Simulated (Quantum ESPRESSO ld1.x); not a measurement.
All-electron atom: neutral arsenic in [Ar] 3d10 4s2 4p2 5p1 (not the ground configuration). Calculated with ld1.x of Quantum ESPRESSO 7.5: scalar-relativistic Kohn-Sham, exchange-only LDA, spin-polarised, spherical densities, point nucleus; open shells are filled with parallel spins first.

Radial electron density D(r) = 4 pi r^2 rho(r):

```
   r/bohr * D(r) (the largest magnitude, 46.5, reaches the edge; | marks zero)
 0.001521 |*
 0.002078 | *
 0.002838 |  *
 0.003878 |    *
 0.005255 |       *
  0.00718 |            *
 0.009808 |                   *
   0.0134 |                            *
  0.01831 |                                      *
  0.02501 |                                             *
  0.03417 |                                               *
   0.0463 |                                           *
  0.06326 |                                      *
  0.08642 |                                          *
   0.1181 |                                                    *
   0.1613 |                                                      *
   0.2204 |                                       *
    0.301 |                            *
    0.408 |                                 *
   0.5574 |                                  *
   0.7615 |                     *
     1.04 |        *
    1.421 |   *
    1.942 |  *
    2.652 |*
    3.595 *
    4.911 *
    6.709 *
    9.166 *
    12.52 *
    17.11 *
    23.37 *
```

D(r) has 4 maxima, at r = 0.0318, 0.143, 0.490, 7.21 bohr, and minima at 0.0669, 0.311, 5.19 bohr, inside which lie 2.08, 10.97, 32.09 electrons.
